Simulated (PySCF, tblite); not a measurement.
Bond stretch in SiN, doublet.

Methods: GFN2-xTB, 300 K electronic temperature (tblite); UCCSD(T) = CCSD(T) on UHF/6-31G, 6 core orbitals frozen (PySCF).

Energies relative to the lowest point of each curve near equilibrium, in kcal/mol; the last columns give the difference from UCCSD(T):

| R / Å | GFN2-xTB | UCCSD(T) | GFN2-xTB − UCCSD(T) |
|---|---|---|---|
| 1.24 | 237.8 | 155.5 | 82.2 |
| 1.32 | 105.9 | 85.7 | 20.1 |
| 1.40 | 38.2 | 42.2 | -4.0 |
| 1.48 | 8.2 | 17.0 | -8.7 |
| 1.52 | 2.1 | 9.4 | -7.3 |
| 1.56 | 0.0 | 4.3 | -4.3 |
| 1.61 | 1.5 | 0.9 | 0.5 |
| 1.66 | 6.1 | 0.0 | 6.1 |
| 1.73 | 15.5 | 1.6 | 13.9 |
| 1.82 | 28.9 | 7.0 | 22.0 |

GFN2-xTB is furthest from UCCSD(T) at 1.24 (82.2 kcal/mol, above); its mean absolute difference over the points is 16.9 kcal/mol.

The scan ran from 1.24 to 6.29 Å; beyond the distances shown one of the unrestricted levels run for this scan, shown here or not, changes its spin distribution in one step. The unrestricted determinant behind UCCSD(T) is spin-contaminated at 1.40 to 1.82 Å (<S²> up to 2.1, against 0.75 for a pure doublet).
